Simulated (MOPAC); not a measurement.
Input for MOPAC: PM6 on AlH+, 2S+1 = 2, a spin state set in the input, which need not be the lowest, a point of a bond scan (R = 1.624 Å). Charge +1.

```
PM6 1SCF PRECISE CHARGE=1 UHF MS=0.5 THREADS=1
AlH

H      0.00000000 1     0.00000000 1     0.00000000 1
Al     0.00000000 1     0.00000000 1     1.62447400 1
```

It printed:

```
*******************************************************************************
 **                                                                           **
 **                              MOPAC v23.2.5                                **
 **                                                                           **
 *******************************************************************************
 ** MOPAC's Digital Object Identifier: https://doi.org/10.5281/zenodo.6511958 **
 **                                                                           **
 ** Please cite the open-source release paper for use of this MOPAC version:  **
 ** J. E. Moussa and J. J. P. Stewart (2026)                                  **
 ** MOPAC: An open-source semiempirical molecular orbital program             **
 ** J. Open Source Softw., 11(119), 8025, https://doi.org/10.21105/joss.08025 **
 *******************************************************************************

                              PM6 CALCULATION RESULTS

 *******************************************************************************
 *  PM6        - The PM6 Hamiltonian to be used
 *  UHF        - UNRESTRICTED HARTREE-FOCK CALCULATION
 *
 *
 *
 *                 CHARGE ON SYSTEM = +1
 *
 *
 *
 *  MS=        - IN MECI, MAGNETIC COMPONENT OF SPIN =  0.5
 *  PRECISE    - TIGHTER CRITERIA TO BE USED
 *  1SCF       - DO 1 SCF AND THEN STOP
 *  THREADS=1  - MULTI-THREADING NOT USED
 *  T=         - A TIME OF 172800.0 SECONDS REQUESTED
 *  DUMP=N     - RESTART FILE WRITTEN EVERY 7200.0 SECONDS REQUESTED
 *******************************************************************************
PM6 1SCF PRECISE CHARGE=1 UHF MS=0.5 THREADS=1
 AlH

   ATOM   CHEMICAL          X               Y               Z
  NUMBER   SYMBOL      (ANGSTROMS)     (ANGSTROMS)     (ANGSTROMS)

     1       H          0.00000000  *   0.00000000  *   0.00000000  *
     2      Al          0.00000000  *   0.00000000  *   1.62447400  *



          CARTESIAN COORDINATES

    NO.       ATOM           X           Y           Z

     1         H          0.0000      0.0000      0.0000
     2        Al          0.0000      0.0000      1.6245

 General Reference for PM6:
 "Optimization of Parameters for Semiempirical Methods V: Modification of NDDO Approximations
 and Application to 70 Elements", J. J. P. Stewart, J. Mol. Mod., 13, 1173-1213 (2007)
 URL: https://link.springer.com/article/10.1007/s00894-007-0233-4

           Empirical Formula: H Al  =     2 atoms



      MOLECULAR POINT GROUP   :   C*v


          UHF CALCULATION, NO. OF ALPHA ELECTRONS =    2
                           NO. OF BETA  ELECTRONS =    1

 -------------------------------------------------------------------------------
 PM6 1SCF PRECISE CHARGE=1 UHF MS=0.5 THREADS=1
 AlH



     1SCF WAS SPECIFIED, SO BFGS WAS NOT USED
     SCF FIELD WAS ACHIEVED


                              PM6 CALCULATION
                                                       MOPAC v23.2.5 Linux




          FINAL HEAT OF FORMATION =        266.37352 KCAL/MOL =    1114.50679 KJ/MOL


          COSMO AREA              =         74.15 SQUARE ANGSTROMS
          COSMO VOLUME            =         59.97 CUBIC ANGSTROMS

          IONIZATION POTENTIAL    =         15.528781 EV
          ALPHA SOMO LUMO (EV)    =        -15.529 -5.956
          BETA  SOMO LUMO (EV)    =        -19.362 -8.183
          NO. OF ALPHA ELECTRONS  =          2
          NO. OF BETA  ELECTRONS  =          1
          MOLECULAR WEIGHT        =         27.9894         POINT GROUP:  C*v

          MOLECULAR DIMENSIONS (Angstroms)

            Atom       Atom       Distance
           Al     2    H     1     1.62447
           Al     2    H     1     0.00000
            H     1   Al     2     0.00000


          SCF CALCULATIONS        =          1





   ATOM   CHEMICAL          X               Y               Z
  NUMBER   SYMBOL      (ANGSTROMS)     (ANGSTROMS)     (ANGSTROMS)

     1       H          0.00000000  *   0.00000000  *   0.00000000  *
     2      Al          0.00000000  *   0.00000000  *   1.62447400  *

                             CARTESIAN COORDINATES

   1    H        0.000000000     0.000000000     0.000000000
   2   Al        0.000000000     0.000000000     1.624474000


           Empirical Formula: H Al  =     2 atoms



      MOLECULAR POINT GROUP   :   C*v


          ALPHA EIGENVALUES
 -20.64165 -15.52878  -5.95578  -5.95578  -2.47597  83.27802  83.27802  83.58735
  83.58735  83.66557


           BETA EIGENVALUES
 -19.36234  -8.18301  -5.65260  -5.65260  -1.00686  84.83505  84.83505  86.33415
  86.33415  87.31654


              NET ATOMIC CHARGES AND DIPOLE CONTRIBUTIONS

  ATOM NO.   TYPE          CHARGE      No. of ELECS.   s-Pop       p-Pop       d-Pop
    1          H           0.087730        0.9123     0.91227
    2         Al           0.912270        2.0877     1.51139     0.57011     0.00623
 DIPOLE           X         Y         Z       TOTAL
 POINT-CHG.     0.000     0.000    -0.404     0.404
 HYBRID        -0.000     0.000     0.284     0.284
 SUM           -0.000     0.000    -0.119     0.119


          ATOMIC ORBITAL ELECTRON POPULATIONS

     Atom    s        px        py        pz      x^2-y^2     xz        z^2       yz        xy
    1  H   0.91227
    2 Al   1.51139   0.00000   0.00000   0.57011   0.00000   0.00000   0.00623   0.00000   0.00000


                    (SZ)    =    0.500000
                    (S**2)  =    0.766925


          ATOMIC ORBITAL SPIN POPULATIONS

    Atom   Total    s     px     py     pz   x^2-y^2  xz     z^2    yz     xy
         Atomic
    1  H  0.3225  0.323
    2 Al  0.6775  0.298  0.000 -0.000  0.377  0.000  0.000  0.002  0.000  0.000

 **********************
 *                    *
 * JOB ENDED NORMALLY *
 *                    *
 **********************




 == MOPAC DONE ==
```

The run finished.

Cost: roughly 0.03 core-seconds.
